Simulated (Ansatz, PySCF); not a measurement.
Reaction (SMILES): F[Te](F)F → F[Te](F)F as singlet, charge +1 + e-
Geometries: B3LYP-D3(BJ)/def2-TZVP minima from Ansatz (an electronic-structure program). A spin state is the lowest found, not a proven ground state.

Property: adiabatic ionisation energy (0 K, with B3LYP-D3(BJ) harmonic zero-point energies from PySCF), in eV. Cores are frozen in the correlated levels unless marked. UHF or UKS for open shells. Spin-orbit coupling is left out. Frozen are the shells of the preceding noble gas and the d and f shells that filled before the atom's block. Past Kr the def2 sets carry scalar-relativistic core potentials. CBS(X,Y): correlation extrapolated as X^-3; Hartree-Fock from the larger set. The bracket is a focal-point correction in the basis named.

| level | program | adiabatic ionisation energy (eV) |
|---|---|---|
| HF-D4/def2-TZVPD | PySCF + dftd4 | … |
| PBE-D4/def2-TZVPD | Ansatz + dftd4 | 8.50 |
| PBE0/def2-TZVPD | Ansatz | 8.49 |
| BHLYP-D3(BJ)/def2-TZVPD | Ansatz + dftd3 | 8.50 |
| BHLYP-D4/def2-TZVPD | Ansatz + dftd4 | 8.51 |
| TPSSh/def2-TZVPD | PySCF | … |
| HSE06/def2-TZVPD | Ansatz | 8.49 |
| SCS-MP2/def2-SVP | Ansatz | 8.30 |
| RI-MP2/CBS(def2-TZVPP,def2-QZVPP)+[CCSD(T)-MP2]/def2-TZVPP | Ansatz | … |

### Question
Fill in the missing entries.

### Answer

- HF-D4/def2-TZVPD, adiabatic ionisation energy (eV): 7.98
- TPSSh/def2-TZVPD, adiabatic ionisation energy (eV): 8.46
- RI-MP2/CBS(def2-TZVPP,def2-QZVPP)+[CCSD(T)-MP2]/def2-TZVPP, adiabatic ionisation energy (eV): 8.31
